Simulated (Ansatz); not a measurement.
Two isomers of CH8OSiSn: A = `CO[SiH2][SnH3]`, B = `O[CH]([SiH3])[SnH3]`.

Computed with Ansatz on PBE0-D4/def2-TZVP structures; ΔE is electronic, products minus reactants. CCSD(T)/CBS is the MP2 limit (def2-TZVPP, def2-QZVPP) plus CCSD(T) − MP2 in def2-TZVPP, frozen cores. Functionals use def2-TZVPP. B3LYP here is the variant with VWN-RPA as its local correlation; programs differ in this. def2 core potentials past Kr. For Sn outer-core shells are correlated without core-valence functions, which leaves a few kJ/mol of doubt a bond. One conformer a species, not always the lowest.

Which isomer does CCSD(T)/CBS put lower? Give the gap. (Estimate.)

Ansatz gave: A, by 35.3 kcal/mol.

Give E(B) − E(A) in kcal/mol with B3LYP-D4, ωB97M-V, MP2/def2-TZVPP, PBE-D4, HF/def2-TZVPP, PBE0-D4, B3LYP. (An estimate is asked.)

Computed: B3LYP-D4 36.9, ωB97M-V 35.5, MP2/def2-TZVPP 35.2, PBE-D4 34.6, HF/def2-TZVPP 41.3, PBE0-D4 36.1, B3LYP 37.7. None reverses the order clearly.

Largest T1 diagnostic: 0.013.

In def2-TZVPP, CCSD(T) changes the Hartree–Fock value by −6.1 kcal/mol (the triples alone add −1.0 kcal/mol) and MP2 by −6.1 kcal/mol. The D4 term adds −0.7 kcal/mol with B3LYP and −0.3 kcal/mol with PBE0; it sums over pairs of atoms, weighted by their polarisabilities, and B3LYP, whose exchange is more repulsive, gets the larger term.
